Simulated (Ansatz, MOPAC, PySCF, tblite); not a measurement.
Energy landscape of H4N (cation, charge +1), singlet: flattening of a tetrahedron along the D2d path, bond length relaxed. Scanned: the two opposite H-N-H angles (109.47 = tetrahedral, 180 = square planar). Other coordinates (N-H bond length) were minimised at PBE0/def2-TZVP.

- GFN2-xTB, 300 K electronic temperature (tblite)
- PM6, restricted, heats of formation (MOPAC)
- RKS-B3LYP/6-31G* = restricted B3LYP/6-31G*, spherical d (PySCF 2.14.0)
- CCSD(T)/aug-cc-pVQZ = CCSD(T) on RHF/aug-cc-pVQZ, frozen core in Ansatz (a quantum-chemistry and plane-wave program)

Energies relative to the lowest point of each profile, in kcal/mol; the last columns give the difference from CCSD(T):

| a / ° | GFN2-xTB | PM6 | RKS-B3LYP/6-31G* | CCSD(T)/aug-cc-pVQZ | GFN2-xTB − CCSD(T)/aug-cc-pVQZ | PM6 − CCSD(T)/aug-cc-pVQZ | RKS-B3LYP/6-31G* − CCSD(T)/aug-cc-pVQZ |
|---|---|---|---|---|---|---|---|
| 90 | 11.2 | 14.0 | 16.9 | 16.3 | -5.0 | -2.3 | 0.6 |
| 96.50 | 4.9 | 6.1 | 7.4 | 7.1 | -2.2 | -1.0 | 0.3 |
| 101.50 | 1.8 | 2.3 | 2.8 | 2.7 | -0.8 | -0.4 | 0.1 |
| 106.34 | 0.3 | 0.4 | 0.4 | 0.4 | -0.1 | -0.1 | 0.0 |
| 109.47 | 0.0 | 0.0 | 0.0 | 0.0 | 0.0 | 0.0 | 0.0 |
| 116.50 | 1.3 | 1.7 | 2.1 | 2.0 | -0.7 | -0.3 | 0.1 |
| 123 | 4.8 | 6.3 | 7.5 | 7.3 | -2.5 | -1.0 | 0.2 |
| 133 | 13.7 | 18.3 | 21.8 | 21.3 | -7.6 | -3.0 | 0.5 |
| 143 | 26.1 | 35.7 | 42.4 | 41.4 | -15.3 | -5.7 | 1.0 |
| 153 | 40.4 | 56.8 | 67.4 | 65.8 | -25.3 | -9.0 | 1.7 |
| 163 | 54.5 | 79.1 | 93.8 | 91.2 | -36.7 | -12.1 | 2.6 |
| 173 | 64.6 | 97.7 | 115.4 | 111.4 | -46.8 | -13.7 | 4.0 |
| 180 | 67.0 | — | — | — | — | — | — |

GFN2-xTB is furthest from CCSD(T)/aug-cc-pVQZ at 173 (-46.8 kcal/mol, below); its mean absolute difference over the points is 11.9 kcal/mol.

PM6 is furthest from CCSD(T)/aug-cc-pVQZ at 173 (-13.7 kcal/mol, below); its mean absolute difference over the points is 4.0 kcal/mol.

RKS-B3LYP/6-31G* is furthest from CCSD(T)/aug-cc-pVQZ at 173 (4.0 kcal/mol, above); its mean absolute difference over the points is 0.9 kcal/mol.

A dash means that the run gave no value there, or that the column was ended at a point which the program doubted or which failed a test of continuity chosen for this set; such a test can also cut sound points.
